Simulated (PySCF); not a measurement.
A GIAO shielding run with PySCF (density fitting, non-relativistic, gas phase) on SMILES [SiH3][SiH2]N(CC)C(C)C, C5H17NSi2:

```
$ OMP_NUM_THREADS=1 python probes_run.py task.json out

{"job": {"kind": "nmr", "xc": "PBE0", "basis": "pcSseg-1"}, "charge": 0, "multiplicity": 1}
C     -1.771191    -1.640358     1.444088
C     -1.369574    -1.541899    -0.027075
N     -0.342261    -0.553249    -0.263508
Si     1.236518    -1.053466    -0.735484
Si     2.992183     0.257405    -0.027860
C     -0.801950     0.824116    -0.243988
C     -0.258109     1.602772     0.956426
C     -0.463068     1.550651    -1.545746
H     -2.499149    -2.436888     1.579411
H     -0.895199    -1.858212     2.050562
H     -2.211041    -0.708328     1.790611
H     -2.255348    -1.310369    -0.634279
H     -0.995220    -2.511598    -0.355596
H      1.299925    -1.257929    -2.204418
H      1.365305    -2.404891    -0.163885
H      3.041997     1.596836    -0.630654
H      4.256718    -0.381581    -0.402085
H      3.073559     0.480914     1.419840
H     -1.896053     0.794764    -0.154555
H      0.809641     1.772813     0.849830
H     -0.428112     1.048377     1.875361
H     -0.757444     2.566526     1.031712
H      0.612801     1.666103    -1.647863
H     -0.922070     2.536813    -1.554521
H     -0.833794     0.984824    -2.397189
```

Hardware: 1 thread of an Arm Neoverse N1, shared host. The job also computes population analyses, field gradients.

**Question.** How large is the calculation?

**Answer.** 82 electrons, 235 basis functions and 1259 auxiliary functions.

**Question.** How long does it take, and how much memory does it need?

**Answer.** 100 s of wall time, with 12 SCF cycles and 4 response iterations; peak memory 1.1 GiB. Times on a shared host scatter by some tens of per cent.
